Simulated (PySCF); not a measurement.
# From computed data to an observable: chemical shift, span and skew from a shielding tensor

Mg(Br)(OSiH3) (BrH₃MgOSi), SMILES [SiH3][O][Mg][Br]. Atoms are numbered in the order given.

```xyz
7

Mg     0.0000     0.0000    -0.1073
Br     0.0000     0.0000     2.2361
O      0.0000     0.0000    -1.8982
Si     0.0000     0.0000    -3.5392
H      1.2099    -0.6985    -4.0809
H      0.0000     1.3970    -4.0809
H     -1.2099    -0.6985    -4.0809
```
Charge 0, spin multiplicity 1.

Coordinates come from a r2SCAN-D4/def2-SVP optimisation. The structure was generated by enumeration; whether it is a known compound was not checked. Other conformers were not sampled.

GIAO shieldings from PBE/pcSseg-1 in PySCF, non-relativistic, no solvent. The symmetric part of the tensor of Si4 has the principal values 324.2, 324.2, 482.8 ppm. The same nucleus in TMS has σ = 335.4 ppm at this level (PySCF, at its B3LYP-D3(BJ)/def2-TZVP geometry). Without spin–orbit terms, shifts of atoms bonded to Cl or Br come out too high.

Work out the isotropic shielding, the ²⁹Si shift against TMS, the span and the skew.


σ(iso) = (σ11 + σ22 + σ33)/3 = 377.1 ppm. δ = σ(ref) − σ(iso) = 335.4 − (377.1) = -41.7 ppm.
Span Ω = σ33 − σ11 = 158.6 ppm. Skew κ = 3(σ(iso) − σ22)/Ω = 1.00, an axial tensor. Tumbling in solution averages the tensor to δ; in a static solid the shielding alone would spread this spin-1/2 line over Ω.
